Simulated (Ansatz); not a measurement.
Mulliken charges of Br3FTi (`[F][Ti]([Br])([Br])[Br]`) from r2SCAN/def2-TZVPP in Ansatz (PBE0-D4/def2-TZVP geometry).

| atom | x (Å) | y (Å) | z (Å) | charge (e) |
| --- | --- | --- | --- | --- |
| F1 | -0.271 | -0.107 | 1.814 | -0.331 |
| Ti2 | -0.008 | -0.021 | 0.106 | 0.659 |
| Br3 | 1.730 | -1.441 | -0.478 | -0.109 |
| Br4 | -1.940 | -0.661 | -1.005 | -0.109 |
| Br5 | 0.539 | 2.156 | -0.479 | -0.109 |

**Question.** By hand: the dipole of these point charges (1 e Å = 4.8032 D).

**Answer.** Σ q r = (0.049, 0.016, -0.317) e Å, of length 0.321 e Å = 1.54 D.

**Question.** How does the dipole of the full density compare? (Best estimate.)

**Answer.** The calculation gave: (0.011, 0.004, -0.074) e Å, 0.36 D; the point charges give 4.28 times that, at 0° from its direction.

Point charges leave out the atoms' own dipoles, such as those of lone pairs, and Mulliken's split depends on the basis, so the two needn't agree.
